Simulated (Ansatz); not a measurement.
A nudged elastic band was laid between two geometries of H2Se + H5NSi (10 atoms, charge 0, multiplicity 1).

All numbers below come from RKS r2SCAN-D4/def2-SVP in Ansatz 0.2.0.

```yaml
movable_images: 5
climbing_image: yes
spring: 5.0 eV/Å²
optimiser: quadratic models (default)
start_path: through a guess of the saddle point
force_threshold: 0.05 eV/Å
iteration_limit: 60
end_points: relaxed
```

Image 0:

```xyz
10
Properties=species:S:1:pos:R:3
Si -1.317 0.521 0.066
N -0.334 -0.791 0.674
H -1.283 0.446 -1.423
H -2.754 0.508 0.500
H -0.705 1.792 0.549
H 1.621 -0.521 -0.155
Se 2.959 -0.311 -0.775
H -0.131 -0.815 1.672
H -0.539 -1.733 0.349
H 2.483 0.903 -1.456
```

Image 6:

```xyz
10
Properties=species:S:1:pos:R:3
Si -0.647 0.884 -0.786
N 0.252 -1.552 1.669
H -1.177 1.983 -1.646
H -1.604 -0.256 -0.791
H -0.465 1.412 0.596
H 0.981 -1.231 1.029
Se 1.297 0.045 -1.661
H -0.129 -0.710 2.100
H -0.491 -1.920 1.075
H 1.983 1.345 -1.584
```

**Question.** What changes between the two ends?

**Answer.** Bonds broken: Si1–N2, H6–Se7. Bonds formed: Si1–Se7, N2–H6. H2Se + H5NSi becomes H3N + H4SeSi.

**Question.** What energy profile does the band end with?

**Answer.** The forces met the threshold. The highest image is number 3 of 0 to 6, 13.3 kcal/mol above the first end and 16.0 kcal/mol above the last; the last end lies 2.7 kcal/mol below the first. The profile has 2 maxima (images 3, 5) with wells between them (image 4): this band takes more than one step, which may be the mechanism or a detour left from its start path. A vibrational analysis at the climbing image gives one clearly imaginary mode, 134i cm⁻¹: a first-order saddle point. The orbitals stay closed-shell, which can raise the energy where a bond breaks towards radicals; this wasn't checked here.

| image | path coordinate (Å) | energy (kcal/mol) | Si1–N2 (Å) | H6–Se7 (Å) | Si1–Se7 (Å) |
| --- | --- | --- | --- | --- | --- |
| 0 | 0.00 | 0.0 | 1.75 | 1.49 | 4.44 |
| 1 | 1.15 | -0.1 | 1.75 | 1.49 | 4.53 |
| 2 | 2.30 | 0.3 | 1.76 | 1.50 | 3.81 |
| 3 | 3.45 | 13.3 | 1.89 | 2.06 | 2.99 |
| 4 | 5.94 | -2.4 | 2.90 | 2.96 | 2.31 |
| 5 | 8.43 | -0.8 | 3.88 | 4.15 | 2.29 |
| 6 | 10.92 | -2.7 | 3.57 | 2.99 | 2.29 |

**Question.** What is the geometry of the highest image?

**Answer.** 
```xyz
10
Properties=species:S:1:pos:R:3:forces:R:3
Si -0.899 0.546 -0.230 0.00 0.00 0.00
N -0.046 -0.912 0.628 0.00 0.00 0.00
H -1.263 0.235 -1.630 0.00 0.00 0.00
H -2.195 0.402 0.543 0.00 0.00 0.00
H -0.370 1.865 0.183 0.00 0.00 0.00
H 0.903 -0.894 0.046 0.00 0.00 0.00
Se 1.841 0.248 -1.385 0.00 0.00 0.00
H 0.130 -0.749 1.625 0.00 0.00 0.00
H -0.554 -1.799 0.538 0.00 0.00 0.00
H 2.453 1.059 -0.318 0.00 0.00 0.00
```

Run time: 3.9 min on 2 threads of Intel(R) Xeon(R) 6975P-C (Granite Rapids) (shared host), peak memory 0.17 GiB.
